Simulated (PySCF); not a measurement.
C6H10, SMILES C(C)C#CCC. Atoms are numbered in the order given.

```xyz
16

C      2.6520     0.0000    -0.8733
C      2.0701     0.0000     0.5485
C      0.6065     0.0000     0.5755
C     -0.6065     0.0000     0.5755
C     -2.0701     0.0000     0.5485
C     -2.6520     0.0000    -0.8733
H      2.3220     0.8891    -1.4322
H      3.7528     0.0000    -0.8426
H      2.3220    -0.8891    -1.4322
H      2.4437     0.8805     1.1014
H      2.4437    -0.8805     1.1014
H     -2.4437     0.8805     1.1014
H     -2.4437    -0.8805     1.1014
H     -2.3220    -0.8891    -1.4322
H     -3.7528     0.0000    -0.8426
H     -2.3220     0.8891    -1.4322
```
Charge 0, spin multiplicity 1.

Geometry: B3LYP-D3(BJ)/def2-SVP.

These are CAM-B3LYP/def2-TZVP in PySCF values and carry that method's errors.

Isolated molecule, no solvent.

| Item | Value |
|---|---|
| total energy | -234.54494 hartree |
| point group | C2v |
| highest occupied level | -8.38 eV |
| lowest empty level | 1.94 eV |
| orbital gap | 10.32 eV |
| dipole moment | 0.13 D |
| quadrupole, principal values (traceless, Buckingham form, about the centre of nuclear charge) | -4.07, -2.64, 6.71 D·Å |
| mean static polarisability | 72.9 bohr³ (10.80 Å³) |
| polarisability, principal values | 56.3, 62.2, 100.1 bohr³ |
